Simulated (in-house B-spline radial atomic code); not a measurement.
## Binding energies in Fe⁺

NIST's tabulated ground configuration is [Ar] 3d6 4s1; each binding energy is the energy of the ion with one electron taken from that subshell, relaxed, less that of the parent. Computed with a radial B-spline atomic code at the basis-set limit: Dirac-Kohn-Sham PBE, spherical fractional occupations, Fermi nucleus of rms radius 3.7377 fm. Energies include first-order Breit, QED and recoil terms.

```csv
subshell,X-ray name,binding energy (eV),-ε (eV),relaxation (eV)
1s,K,7151.6,7006.0,-155.5
2s,L1,851.2,827.9,-24.1
2p1/2,L2,743.5,715.0,-29.3
2p3/2,L3,730.9,702.5,-28.8
3s,M1,111.4,102.5,-8.9
3p1/2,M2,78.24,69.60,-8.72
3p3/2,M3,76.69,68.06,-8.67
3d,"M4,5",23.64,15.96,-7.68
4s,N1,16.19,12.33,-3.88
```

Relaxation = -ε minus the binding energy without Breit, QED and recoil terms. With a density functional, K lines can miss by some tenths of a per cent, more in light atoms. For a density functional the relaxation so defined is negative, because -ε of a Kohn-Sham level is smaller than the binding energy.

Emission lines follow as differences of binding energies, with λ = 12398.42 eV·Å / E:

```json
{"line": "K-L3", "holes": "1s → 2p3/2", "energy (eV)": "6420.7", "wavelength (Å)": "1.931"}
{"line": "K-L2", "holes": "1s → 2p1/2", "energy (eV)": "6408.1", "wavelength (Å)": "1.9348"}
{"line": "K-M3", "holes": "1s → 3p3/2", "energy (eV)": "7074.9", "wavelength (Å)": "1.7524"}
{"line": "L1-M3", "holes": "2s → 3p3/2", "energy (eV)": "774.5", "wavelength (Å)": "16.008"}
{"line": "L3-M1", "holes": "2p3/2 → 3s", "energy (eV)": "619.5", "wavelength (Å)": "20.014"}
```

(1) What screening constant σ does Moseley's law, E = (3/4)·13.6057 eV·(Z - σ)², need for K-L3?

(2) What does it cost to remove both a 1s and a 3p1/2 electron?

(3) What does it cost to remove both a 2s and a 2p3/2 electron?

(4) What does it cost to remove both a 2p1/2 and a 3p1/2 electron?

## Answers

(1) σ = 0.92.

(2) 7254.8 eV, which is 24.98 eV more than the two single binding energies together.

(3) 1637.2 eV, which is 55.17 eV more than the two single binding energies together.

(4) 844.27 eV, which is 22.5 eV more than the two single binding energies together.
